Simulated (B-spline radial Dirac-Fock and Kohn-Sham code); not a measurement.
Dipole and non-dipole photoemission parameters of Cd²⁺ 3d5/2

System: the Cd²⁺ ion in the configuration [Kr] 4d10; threshold 432.1 eV (orbital energy of the model). These are calculated numbers from a radial finite-basis atomic code; the model is Dirac-Hartree-Slater photoionisation with a Latter tail; cross sections with all multipoles, angular parameters from the dipole term and its interference with E2.

```
hν (eV)  σ (kb)      β       γ      δ
    526    2050  0.421  -0.042  0.003
    713    1110  0.876  -0.055  0.018
    800     853  0.990  -0.033  0.024
    903       ?      ?       ?      ?
   1000     489  1.131   0.040  0.035
   2000    66.9  1.205   0.433  0.073
   2050    62.0  1.201   0.450  0.075
   3750    8.57  1.038   0.872  0.135
   4000    6.86  1.016   0.917  0.144
   4140    6.09  1.003   0.941  0.149
   4840    3.51  0.945   1.048  0.174
   6000    1.62  0.863   1.192  0.215
 8047.8   0.539  0.750   1.373  0.286
   8330   0.473  0.736   1.392  0.295
   8770   0.388  0.717   1.421  0.310
   8900   0.367  0.711   1.429  0.314
   9350   0.303  0.693   1.456  0.329
  15000  0.0466  0.523   1.676  0.500
```

**Question.** Give the values at 903 eV.

**Answer.** σ = 636 kb, β = 1.077, γ = 0.002, δ = 0.030.
